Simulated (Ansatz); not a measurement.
Basis-set extrapolation for Cl2H12N2Si5 (`[SiH3]N([SiH3])[Si](Cl)(Cl)N([SiH3])[SiH3]`) (PBE0-D4/def2-TZVP geometry, frozen core, Ansatz). Multiplicity 1, RHF reference.

|  | def2-TZVPP | def2-QZVPP |
| --- | --- | --- |
| HF | -2479.956139 | -2480.033542 |
| MP2 correlation | -1.419838 | -1.535546 |
| CCSD(T) correlation | -1.596843 | not run |

Energies in hartree. Use E(X) = E(∞) + A·exp(−7.88·√X) for Hartree–Fock and E(X) = E(∞) + B·X^(−2.97) for correlation, with X = 3 and 4, and add CCSD(T) minus MP2 of the smaller set to the MP2 limit.

Q: What is the CCSD(T) energy at the basis-set limit?

A: HF limit: -2480.033542 + (-0.077403) × 0.13774 = -2480.04420. MP2 limit: -1.535546 + (-0.115708) × 0.74074 = -1.62126. Higher-order term: -1.596843 − (-1.419838) = -0.17701. Total: -2481.84247 hartree, 7.88 eV below CCSD(T)/def2-TZVPP.
